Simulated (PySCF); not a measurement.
This script is equivalent to a calculation on Hg (mercury, neutral).

```python
from pyscf import gto, scf, dft, mp, cc
import basis_set_exchange as bse
txt = bse.get_basis("cc-pVDZ-PP", elements=["Hg"], fmt="nwchem", header=False)
cut = txt.index("\nECP")
mol = gto.M(atom="Hg 0 0 0", charge=0, spin=0, symmetry="D2h",
            basis=gto.basis.parse(txt[:cut]),
            ecp={"Hg": gto.basis.parse_ecp(txt[cut:])})
mf = dft.UKS(mol, xc="R2SCAN")
mf.irrep_nelec = {'Ag': (4, 4), 'B1g': (1, 1), 'B2g': (1, 1), 'B3g': (1, 1), 'B1u': (1, 1), 'B2u': (1, 1), 'B3u': (1, 1)}
mf.kernel()
```

Question: What total energy does it give?

Answer: -153.569 hartree (calculated).

Question: Which occupied shell lies highest, and where?

Answer: 6s, at -7.114 eV.

Energies and moments cover only the electrons outside the core potential. Spin-orbit coupling, which splits the p, d and f shells strongly at this Z, is absent.
